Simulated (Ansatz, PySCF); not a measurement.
Pair of molecules: C2H4 (SMILES C=C) (first 6 atoms) with CH4O (SMILES CO); geometry from B3LYP-D3(BJ)/def2-TZVP, rigid monomers moved along the line of their centres of mass till C1···H12 is 3.39 Å.
(charge 0, multiplicity 1):
```xyz
12

C      0.7019     0.2081     0.0238
C     -0.6063     0.0269    -0.1008
H      1.1658     1.1668    -0.1740
H      1.3615    -0.5962     0.3268
H     -1.0691    -0.9328     0.0955
H     -1.2663     0.8298    -0.4059
C     -0.2962    -0.6114     4.6743
O     -0.4283     0.7091     4.1774
H     -1.0722    -1.2810     4.2845
H     -0.4028    -0.5602     5.7574
H      0.6852    -1.0444     4.4463
H     -0.3360     0.6797     3.2168
```

Interaction energies are E(AB) − E(A) − E(B) at the monomers' geometry in the complex; basis-set methods are counterpoise corrected. Rows marked so take none.

Correlated levels freeze the cores. Rows in 6-31G* carry no dispersion term and start afresh at each structure (6-31G* with six Cartesian d functions).

Run with Ansatz (a quantum-chemistry and plane-wave program); PySCF for 6-31G* rows, the dispersion terms. Each number belongs to the level named beside it.

Q: What interaction energy does PBE0-D4/def2-TZVPPD give?

A: -1.6 kcal/mol
